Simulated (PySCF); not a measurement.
Species: C₂H₁₂NSi₃ (doublet state).
Geometry (GFN2-xTB, Å), atoms numbered from 1 in this order:
```xyz
18
C2H12NSi3 angstrom
C     -2.0408   -1.2458   -0.1297
N     -2.3721    0.1532   -0.1623
Si    -1.2184    1.4374   -0.0277
Si     0.4792    1.1573   -1.5386
C      2.0629    0.6916   -0.5763
Si     2.0250   -0.9314    0.3973
H     -2.0535   -1.6583    0.8865
H     -1.0418   -1.3873   -0.5387
H     -2.7488   -1.8170   -0.7365
H     -3.3193    0.3195    0.1417
H     -2.1427    2.5803   -0.1834
H      0.7523    2.4456   -2.2039
H      0.3866    0.1949   -2.6539
H      2.3010    1.5048    0.1113
H      2.8882    0.6536   -1.2883
H      3.3157   -1.1769    1.0487
H      0.9773   -0.8663    1.4229
H      1.7405   -2.0489   -0.5103
```

The hyperfine couplings belong to this conformer and change with its torsions.

As a line formula: `CN[SiH][SiH2]C[SiH3]` [radical].

The calculation used UKS B3LYP, pcH-1 on C H N Si, non-relativistic, mean-field spin-orbit, GIAO in PySCF. One conformer (not necessarily the lowest) at the GFN2-xTB geometry, without solvent, vibrations or thermal averaging. The geometry wasn't refined by DFT: couplings that depend on bond lengths, twists or pyramidal angles can differ widely from those at the functional's own minimum, by a factor of two or more for some ions and for spin on atoms past the first row. No stability test was run, so a lower SCF solution isn't excluded.

Problem. Match the computed a_iso(13C) values -5.7, +3.6 MHz with the sites C1; C5.

Solution. 
```tsv
site	a_iso (MHz)	ρ(0) (bohr⁻³)	position	distance from Si3 (Å)	spin population	largest |T| (MHz)
C1	-5.7	-0.0050	2 bonds from Si3	2.81	-0.01	1.4
C5	+3.6	+0.0032	2 bonds from Si3	3.41	0.00	0.6
```

Problem. The isotropic 29Si couplings are -372.9, -113.6, -1.8 MHz. Assign them to Si3; Si4; Si6.

Solution. 
| site | a_iso (MHz) | ρ(0) (bohr⁻³) | position | distance from Si3 (Å) | spin population | largest \|T\| (MHz) |
| --- | --- | --- | --- | --- | --- | --- |
| Si3 | -372.9 | +0.4204 | largest spin population | 0.00 | +0.70 | 125.7 |
| Si4 | -113.6 | +0.1279 | 1 bond from Si3 | 2.29 | +0.07 | 22.5 |
| Si6 | -1.8 | +0.0021 | 3 bonds from Si3 | 4.04 | 0.00 | 1.1 |

ρ(0) is the spin density at the nucleus and T the dipolar tensor; a_iso includes a spin–orbit part; entries for several nuclei are means. Largest spin populations (Mulliken): Si3 (+0.70), N2 (+0.18) and Si4 (+0.07). The angles at Si3 add up to 328.4°, so it is pyramidal.

Class means assume fast exchange of nuclei equivalent by connectivity; if that motion is slow, each nucleus keeps its own coupling. The three 1H nuclei of mean +12.4 MHz run from 1.3 to 22.7 MHz in the frozen geometry. The 1H value of +25.6 MHz is a mean of couplings from 16.1 to 35.1 MHz in this one geometry, not an average over conformers.

Time: 1.7 min of wall time (with the writing of density and orbital grids); peak memory 0.98 GiB. Hardware: one thread of an Arm Neoverse V1, no GPU, shared host.
